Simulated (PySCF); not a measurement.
**Atomic charges by several schemes**

Compound: C3H13NSi2.
Z-matrix (Å and degrees, GFN2-xTB geometry), rows numbered from 1:
```
C 
N   1  1.4477
C   2  1.4510  1  114.40
C   3  1.5210  2  107.65  1  -170.11
Si  4  1.9119  3  105.35  2    38.64
Si  4  1.8957  3  112.06  2   165.78
H   1  1.0889  2  109.18  3  -179.68
H   1  1.0903  2  108.68  3    62.00
H   1  1.1004  2  113.20  3   -58.30
H   2  1.0161  1  109.61  3   122.79
H   3  1.0948  2  106.98  1   -52.19
H   3  1.1048  2  112.88  1    65.58
H   4  1.0955  3  108.11  2   -75.84
H   5  1.4721  4  107.46  3   162.70
H   5  1.4591  4  110.04  3    44.75
H   5  1.4631  4  112.25  3   -79.93
H   6  1.4641  4  110.16  3   -64.46
H   6  1.4626  4  109.64  3   174.09
H   6  1.4690  4  109.67  3    54.80
```

Density: PBE0/pcSseg-1 (PySCF); schemes: Mulliken, IAO, Hirshfeld and ESP-fitted. The structure is a single GFN2-xTB conformer in the gas phase; no vibrational or solvent corrections.

Q: Tabulate the Mulliken, IAO, Hirshfeld and ESP-fitted charges.

A: In e; atoms taken as equivalent share a row and are averaged (×n: the atom named and its like, n in all):

| atom | environment | Mulliken | IAO | Hirshfeld | ESP-fitted |
| --- | --- | --- | --- | --- | --- |
| C1 | N-methyl carbon | -0.102 | -0.306 | -0.069 | -0.395 |
| N2 | secondary amine nitrogen | -0.544 | -0.391 | -0.130 | -0.332 |
| C3 | sp3 carbon bound to nitrogen | +0.002 | -0.136 | -0.028 | -0.012 |
| C4 | sp3 carbon bound to silicon | -0.827 | -0.653 | -0.197 | -0.296 |
| Si5/Si6 | SiH3 silicon | +0.538 | +0.598 | +0.292 | +0.309 |
| H7/H8/H9 | methyl hydrogen | +0.108 | +0.136 | +0.041 | +0.139 |
| H10 | N–H hydrogen | +0.184 | +0.240 | +0.112 | +0.292 |
| H11/H12 | methylene hydrogen | +0.121 | +0.120 | +0.033 | +0.078 |
| H13 | methine hydrogen | +0.166 | +0.146 | +0.036 | +0.125 |
| H14 (×6) | Si–H hydrogen | -0.087 | -0.124 | -0.083 | -0.095 |

Mean size of the charges over all atoms: IAO 0.235 e, Mulliken 0.210 e, ESP-fitted 0.169 e, Hirshfeld 0.097 e. Each set sums to the total charge, 0, to within 0.001 e. The Mulliken scheme gives each basis function's population to the atom it is centred on and halves the overlap population of two atoms between them.

Some averages cover members that differ in this geometry: H11/H12, ESP-fitted +0.049 to +0.107; Si5/Si6, Mulliken +0.512 to +0.563; H14 (×6), ESP-fitted -0.123 to -0.077; H7/H8/H9, IAO +0.112 to +0.150 e.

Lowest charge. The schemes don't all agree: Mulliken C4 (-0.827); IAO C4 (-0.653); Hirshfeld C4 (-0.197); ESP-fitted C1 (-0.395).

Highest charge. All schemes agree: Mulliken Si5/Si6 (+0.538); IAO Si5/Si6 (+0.598); Hirshfeld Si5/Si6 (+0.292); ESP-fitted Si5/Si6 (+0.309).

Q: How closely do the schemes follow one another over all atoms?

A: Correlation coefficient and root-mean-square difference: IAO with Hirshfeld 0.96, 0.180 e; Mulliken with IAO 0.96, 0.085 e; IAO with ESP-fitted 0.93, 0.133 e; Mulliken with Hirshfeld 0.90, 0.198 e; Hirshfeld with ESP-fitted 0.87, 0.111 e; Mulliken with ESP-fitted 0.85, 0.169 e.

Q: Sum the charges by element, for elements with more than one atom.

A: 
```
element  atoms  Mulliken     IAO  Hirshfeld  ESP-fitted
      C      3    -0.927  -1.095     -0.294      -0.703
     Si      2    +1.075  +1.196     +0.584      +0.617
      H     13    +0.395  +0.290     -0.161      +0.419
```

Q: How many electrons does the ESP-fitted scheme count on C4?

A: Z − q = 6 − (-0.296) = 6.296.
